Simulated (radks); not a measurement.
Tl III, 79 electrons, occupied as [Xe] 4f14 5d10 6s0.75 6p0.25 (fractional occupations, a model configuration). Calculated with a radial shooting solver on a logarithmic mesh with Libxc functionals: Dirac Kohn-Sham, PBE, spin-unpolarised, spherical densities, finite nucleus; open shells fill j = l - 1/2 first; Fermi nuclear charge, rms radius 5.4759 fm. Some entries of the table are withheld. Estimate them.

orbital  occ.  eigenvalue (hartree)  <r^2> (bohr^2)
1s1/2       2             -3140.268       0.0003691
2s1/2       2                   (1)        0.005550
2p1/2       2             -537.0407        0.003911
2p3/2       4             -461.1377        0.005095
3s1/2       2             -133.9804         0.03599
3p1/2       2             -123.9246         0.03273
3p3/2       4             -107.0506         0.03909
3d3/2       4             -90.38495         0.02987
3d5/2       6             -86.78097         0.03159
4s1/2       2             -30.41995          0.1732
4p1/2       2             -26.07857          0.1760
4p3/2       4             -21.97627          0.2077
4d3/2       4             -14.87392          0.2170
4d5/2       6             -14.10843          0.2281
5s1/2       2              -5.46654          0.8650
4f5/2       6              -4.94144             (2)
4f7/2       8              -4.77243             (3)
5p1/2       2              -4.00930           1.001
5p3/2       4              -3.26686           1.211
5d3/2       4              -1.27931           2.066
5d5/2       6              -1.19635           2.223
6s1/2    0.75              -0.93912           5.797
6p1/2    0.25              -0.64847           8.313
6p3/2       0              -0.57652           10.04
7s1/2       0              -0.32489           29.21
6d3/2       0              -0.28642           23.48
6d5/2       0              -0.28057           24.45

Answer. 
(1) 2s1/2 eigenvalue (hartree): -559.2361
(2) 4f5/2 <r^2> (bohr^2): 0.2594
(3) 4f7/2 <r^2> (bohr^2): 0.2667
